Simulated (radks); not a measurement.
Pm6+, configuration [Kr] 4d10 4f3 5s2 5p4. Calculated with a radial shooting solver on a logarithmic mesh with Libxc functionals: scalar-relativistic Kohn-Sham, r2SCAN, spin-polarised, spherical densities, finite nucleus; open shells are filled with parallel spins first (spin-orbit coupling, left out, can overturn this in heavy ions); meta-GGA in the generalised Kohn-Sham scheme; Fermi nuclear charge, rms radius 4.962 fm. Some entries of the table are withheld. Estimate them.

orbital  occ.  eigenvalue (eV)  <r> (bohr)  <r^2> (bohr^2)
1s up       1        -45174.88     0.02318       0.0007320
1s down     1        -45174.61     0.02318       0.0007320
2s up       1        -7437.793     0.09894         0.01156
2s down     1        -7437.755     0.09893         0.01156
2p up       3        -6648.061     0.08712        0.009266
2p down     3        -6647.890     0.08712        0.009266
3s up       1        -1699.062      0.2601         0.07734
3s down     1        -1697.538      0.2600         0.07725
3p up       3        -1449.743      0.2586         0.07749
3p down     3        -1448.165      0.2584         0.07738
3d up       5        -1107.938      0.2363         0.06574
3d down     5        -1106.647      0.2361         0.06560
4s up       1        -411.2548      0.5906          0.3932
4s down     1        -407.2703      0.5907          0.3933
4p up       3        -328.5328      0.6238          0.4419
4p down     3        -324.5390      0.6237          0.4416
4d up       5        -211.1267      0.6786          0.5327
4d down     5        -206.9956      0.6778          0.5312
5s up       1        -117.7756       1.332           1.978
5s down     1        -112.8871       1.344           2.016
5p up       3         -94.4597       1.471             (1)
5p down     1         -89.9949       1.491             (2)
4f up       3         -84.3656      0.8386          0.8619
4f down     0         -79.8935      0.8382          0.8631
5d up       0         -62.3214         (3)             (4)
5d down     0         -58.6824         (5)             (6)
6s up       0         -48.3066       2.633           7.729
6s down     0         -46.3091       2.717           8.232

Answer. 
(1) 5p up <r^2> (bohr^2): 2.418
(2) 5p down <r^2> (bohr^2): 2.484
(3) 5d up <r> (bohr): 1.777
(4) 5d up <r^2> (bohr^2): 3.554
(5) 5d down <r> (bohr): 1.819
(6) 5d down <r^2> (bohr^2): 3.729
